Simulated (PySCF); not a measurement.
Spin-rotation constants: `C[C@@H]1CCC[C@H]1C`, C7H14

Molfile (atoms numbered from 1):
```
C7H14
     RDKit          3D

 21 21  0  0  0  0  0  0  0  0999 V2000
    0.8823    1.9525    0.0034 C   0  0  0  0  0  0  0  0  0  0  0  0
    0.1686    0.6854   -0.4465 C   0  0  2  0  0  0  0  0  0  0  0  0
   -1.3644    0.8261   -0.4300 C   0  0  0  0  0  0  0  0  0  0  0  0
   -1.9240   -0.5328    0.0291 C   0  0  0  0  0  0  0  0  0  0  0  0
   -0.7136   -1.4648    0.1138 C   0  0  0  0  0  0  0  0  0  0  0  0
    0.4498   -0.5310    0.4481 C   0  0  1  0  0  0  0  0  0  0  0  0
    1.8148   -1.1616    0.2170 C   0  0  0  0  0  0  0  0  0  0  0  0
    0.6137    2.1980    1.0293 H   0  0  0  0  0  0  0  0  0  0  0  0
    0.6082    2.7902   -0.6343 H   0  0  0  0  0  0  0  0  0  0  0  0
    1.9612    1.8249   -0.0483 H   0  0  0  0  0  0  0  0  0  0  0  0
    0.4950    0.4411   -1.4632 H   0  0  0  0  0  0  0  0  0  0  0  0
   -1.7393    1.1012   -1.4155 H   0  0  0  0  0  0  0  0  0  0  0  0
   -1.6594    1.6134    0.2644 H   0  0  0  0  0  0  0  0  0  0  0  0
   -2.6796   -0.9152   -0.6562 H   0  0  0  0  0  0  0  0  0  0  0  0
   -2.3870   -0.4352    1.0119 H   0  0  0  0  0  0  0  0  0  0  0  0
   -0.5306   -1.9353   -0.8544 H   0  0  0  0  0  0  0  0  0  0  0  0
   -0.8467   -2.2518    0.8553 H   0  0  0  0  0  0  0  0  0  0  0  0
    0.3701   -0.2231    1.4965 H   0  0  0  0  0  0  0  0  0  0  0  0
    1.9410   -2.0368    0.8512 H   0  0  0  0  0  0  0  0  0  0  0  0
    1.9211   -1.4718   -0.8211 H   0  0  0  0  0  0  0  0  0  0  0  0
    2.6097   -0.4562    0.4490 H   0  0  0  0  0  0  0  0  0  0  0  0
  1  2  1  0
  2  3  1  0
  3  4  1  0
  4  5  1  0
  5  6  1  0
  6  7  1  0
  6  2  1  0
  1  8  1  0
  1  9  1  0
  1 10  1  0
  2 11  1  6
  3 12  1  0
  3 13  1  0
  4 14  1  0
  4 15  1  0
  5 16  1  0
  5 17  1  0
  6 18  1  1
  7 19  1  0
  7 20  1  0
  7 21  1  0
M  END
```

Computed with GIAO CAM-B3LYP/pcSseg-1 magnetisability, rotational g tensor and spin-rotation constants, non-relativistic, gas phase (PySCF). Geometry: GFN2-xTB.

Q: Give the nuclear spin-rotation constants along the inertial axes (H = +C I·J) beside the isotropic shieldings.

A: Rotational constants 3.1004, 2.7855, 1.6189 GHz. A star marks the isotopologue with that one atom substituted, in its own axes.
```tsv
atom	isotope	Caa (kHz)	Cbb (kHz)	Ccc (kHz)	mean (kHz)	σ (ppm)
H8	1H	-0.348	-0.320	0.029	-0.213	31.3
H9	1H	-0.338	0.003	-0.141	-0.159	30.5
H10	1H	0.039	-0.271	-0.177	-0.136	30.4
H11	1H	-0.356	-0.298	0.044	-0.203	30.6
H12	1H	-0.293	-0.209	-0.016	-0.173	29.8
H13	1H	-0.340	-0.151	-0.047	-0.179	30.5
H14	1H	-0.055	-0.307	-0.093	-0.151	30.1
H15	1H	-0.273	-0.320	0.027	-0.189	30.1
H16	1H	-0.355	-0.280	0.031	-0.201	30.6
H17	1H	-0.318	-0.051	-0.104	-0.157	30.0
H18	1H	-0.360	-0.312	0.050	-0.207	30.7
H19	1H	-0.343	0.007	-0.140	-0.159	30.5
H20	1H	-0.352	-0.318	0.030	-0.213	31.3
H21	1H	-0.018	-0.228	-0.171	-0.139	30.4
C1	13C*	0.443	0.447	0.231	0.374	163.9
C2	13C*	0.613	0.466	0.322	0.467	139.1
C3	13C*	0.427	0.460	0.347	0.411	148.8
C4	13C*	0.454	0.385	0.296	0.378	159.4
```
For the geometry as given, no vibrational averaging.

Q: How do the rotational constants and the g tensor change when H8, H9, H10, H11, H12, H13, H14, H15, H16, H17, H18, H19, H20, H21 are replaced by deuterium?

A: Constants 2.3854, 2.1683, 1.3007 GHz; g 0.0016, 0.0005, -0.0017, against 0.0020, 0.0006, -0.0022 before.
